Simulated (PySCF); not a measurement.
# One molecule, several mistakes: B2CH4N

All numbers below are calculated, not measured. They come from PySCF 2.14.0, an open-source quantum chemistry program, on an isolated molecule that a program drew, which may never have been made. The molecule is B2CH4N (charge 0, doublet), drawn as the SMILES string `B=N[CH]B`.

Each row is a Hartree-Fock (HF) and frozen-core CCSD(T) single point in the cc-pVDZ basis, meant for a local HF minimum. Run 1 is clean. Each other run has one planted mistake out of seven kinds, and not every kind appears here: one electron removed, one electron added, multiplicity raised by two, geometry at a saddle point, minimal basis STO-3G, one bond length entered in bohr, all coordinates scaled. The reference is restricted for singlets and unrestricted otherwise, and also for a bond in bohr. Adding or removing an electron swaps singlet and doublet. Electrons count all cores. HOMO and LUMO are orbital energies over both spins, the gradient is its largest component, and the lowest frequency (negative if imaginary) is given only where the gradient is small. Bond lengths are over the 7 bonds as drawn. T1 is the CCSD diagnostic: over 0.02 (restricted) or 0.045 (unrestricted) a single reference is doubtful.

Geometry of the clean run:
```xyz
8
B2CH4N, angstrom
B    -1.9705    1.1135   -0.3588
N    -1.0229    1.5947   -0.9934
C     0.0126    2.1088   -1.6880
B     1.0357    1.2572   -2.4471
H    -2.8670    0.6593    0.2418
H     0.0701    3.1948   -1.6700
H     1.9260    1.8040   -3.0382
H     0.9473    0.0610   -2.4501
```

| run | electrons | basis functions | <S^2> | HOMO (eV) | LUMO (eV) | gradient (hartree/bohr) | lowest frequency (cm^-1) | mean bond (Å) | longest bond (Å) | T1 | HF (hartree) | CCSD(T) (hartree) | mistake |
|---|---|---|---|---|---|---|---|---|---|---|---|---|---|
| 1 | 27 | 76 | 0.782 | -8.69 | 1.16 | 4.2e-05 | 191 | 1.2539 | 1.532 | 0.0198 | -143.98630 | -144.47893 | no fault |
| 2 | 27 | 76 | 0.797 | -8.66 | 1.14 | 4.1e-02 | - | 1.3028 | 1.592 | 0.0229 | -143.97403 | -144.47512 | all coordinates scaled |
| 3 | 26 | 76 | 0.000 | -18.09 | -6.52 | 1.1e-01 | - | 1.2539 | 1.532 | 0.0198 | -143.70618 | -144.17763 | one electron removed |
| 4 | 27 | 24 | 0.812 | -7.03 | 4.51 | 6.8e-02 | - | 1.2539 | 1.532 | 0.0232 | -142.17245 | -142.40794 | ? |

**Which mistake was planted in run 4, and what did it cost?**

It has 24 basis functions where the clean run has 76, with the same electrons and geometry. So the mistake is: minimal basis STO-3G. Subtracting run 1 and multiplying by 627.51 kcal/mol a hartree, the energy moved by 1138.2 kcal/mol in HF and 1299.6 kcal/mol in CCSD(T).

